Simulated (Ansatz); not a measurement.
Two members of one family (Dimethylphenylsulfonium salts), computed with Ansatz in the gas phase; def2 core potentials for I, no spin–orbit coupling. The two geometries come from different levels. A negative affinity means that the extra electron isn't bound at that geometry and level; within about 0.2 eV of zero the sign isn't settled. Binding counts from free atoms in the multiplicity of their measured ground term, without zero-point energy. Sets without diffuse functions give affinities that are too small. A dash marks a value that wasn't run or was left out as unsound. The structures are stationary points that may keep the symmetry of their start. Remarks come from the PBE and PBE0 runs and from stability tests at other levels; not every state was tested. A HOMO above zero means that the electron is unbound at that level and held by the basis, or that self-interaction error raises the level; the energy of removing that electron tells which. HOMO above LUMO (over both spins in singlets and doublets, within one spin in higher multiplets; at PBE or PBE0), or a gap under 0.15 eV within one spin, warns that the state may not be the lowest or that an electron is smeared out.

First: dimethylphenylsulfonium iodide (singlet, charge 0, PBE0-D4/def2-SVP geometry).

```csv
atom,x (Å),y (Å),z (Å)
C1,-1.451,-1.839,0.525
S2,-0.644,-1.093,-0.904
C3,0.921,-1.978,-1.009
C4,-0.063,0.456,-0.141
C5,-0.450,1.615,-0.810
C6,-0.063,2.859,-0.315
C7,0.710,2.938,0.841
C8,1.097,1.773,1.507
C9,0.711,0.528,1.019
H10,-2.356,-1.243,0.708
H11,-1.725,-2.853,0.195
H12,-0.784,-1.823,1.395
H13,0.652,-2.985,-1.364
H14,1.520,-1.453,-1.764
H15,1.428,-1.982,-0.035
H16,-1.057,1.542,-1.717
H17,-0.366,3.769,-0.837
H18,1.015,3.912,1.229
H19,1.703,1.835,2.414
H20,1.022,-0.376,1.551
I21,-1.820,-3.604,-2.486
```

| level | HOMO (eV) | LUMO (eV) | gap (eV) | vertical IE (eV) | vertical EA (eV) | vertical triplet (eV) | binding per atom (eV) |
| --- | --- | --- | --- | --- | --- | --- | --- |
| PBE-D4/def2-SVP | -3.89 | -2.65 | 1.24 | – | – | – | 4.47 |
| PBE-D4/def2-TZVP | -4.21 | -2.76 | 1.45 | 7.14 | 0.54 | 3.16 | 4.44 |
| r2SCAN-D4/def2-TZVP | -4.42 | -2.64 | 1.77 | – | – | – | 4.33 |
| PBE0-D4/def2-SVP | -4.89 | -1.86 | 3.03 | – | – | – | 4.39 |
| PBE0-D4/def2-TZVP | -5.17 | -1.94 | 3.23 | 7.11 | 0.48 | 3.44 | 4.36 |

Remarks: HOMO above zero (-1 doublet), gap within one spin near zero at PBE or PBE0 (triplet).

Second: dimethylphenylsulfonium hydroxide (singlet, charge 0, PBE-D4/def2-SVP geometry).

```xyz
22

C    -0.652   -1.831    1.220
S    -0.088   -1.533   -0.495
C     1.737   -1.423   -0.581
C    -0.274    0.392   -0.286
C    -1.161    0.995   -1.190
C    -1.392    2.381   -1.142
C    -0.732    3.167   -0.186
C     0.158    2.567    0.721
C     0.385    1.183    0.671
H    -1.318   -1.009    1.541
H    -1.152   -2.813    1.170
H     0.229   -1.882    1.891
H     2.020   -2.246   -1.257
H     2.040   -0.425   -0.947
H     2.162   -1.599    0.427
H    -1.677    0.370   -1.939
H    -2.089    2.848   -1.855
H    -0.909    4.253   -0.146
H     0.678    3.183    1.471
H     1.082    0.722    1.393
O     0.177   -3.500   -0.598
H     0.776   -3.800    0.118
```

**Question.** What does the change do? Estimate second minus first.

**Answer.** 
```json
{"level": "PBE-D4/def2-SVP", "Δ HOMO (eV)": "-0.69", "Δ LUMO (eV)": "1.29", "Δ gap (eV)": "1.98", "Δ vertical IE (eV)": "–", "Δ vertical EA (eV)": "–", "Δ vertical triplet (eV)": "–", "Δ binding per atom (eV)": "0.02"}
{"level": "PBE-D4/def2-TZVP", "Δ HOMO (eV)": "-0.88", "Δ LUMO (eV)": "1.18", "Δ gap (eV)": "2.07", "Δ vertical IE (eV)": "0.87", "Δ vertical EA (eV)": "-1.21", "Δ vertical triplet (eV)": "0.88", "Δ binding per atom (eV)": "0.02"}
{"level": "r2SCAN-D4/def2-TZVP", "Δ HOMO (eV)": "-0.98", "Δ LUMO (eV)": "1.23", "Δ gap (eV)": "2.21", "Δ vertical IE (eV)": "–", "Δ vertical EA (eV)": "–", "Δ vertical triplet (eV)": "–", "Δ binding per atom (eV)": "0.02"}
{"level": "PBE0-D4/def2-SVP", "Δ HOMO (eV)": "-1.24", "Δ LUMO (eV)": "1.36", "Δ gap (eV)": "2.61", "Δ vertical IE (eV)": "–", "Δ vertical EA (eV)": "–", "Δ vertical triplet (eV)": "–", "Δ binding per atom (eV)": "0.00"}
{"level": "PBE0-D4/def2-TZVP", "Δ HOMO (eV)": "-1.25", "Δ LUMO (eV)": "1.24", "Δ gap (eV)": "2.49", "Δ vertical IE (eV)": "0.94", "Δ vertical EA (eV)": "-1.28", "Δ vertical triplet (eV)": "0.72", "Δ binding per atom (eV)": "0.00"}
```

Remarks: gap within one spin near zero at PBE or PBE0 (+1 doublet), HOMO above zero (-1 doublet), gap within one spin near zero at PBE or PBE0 (triplet).
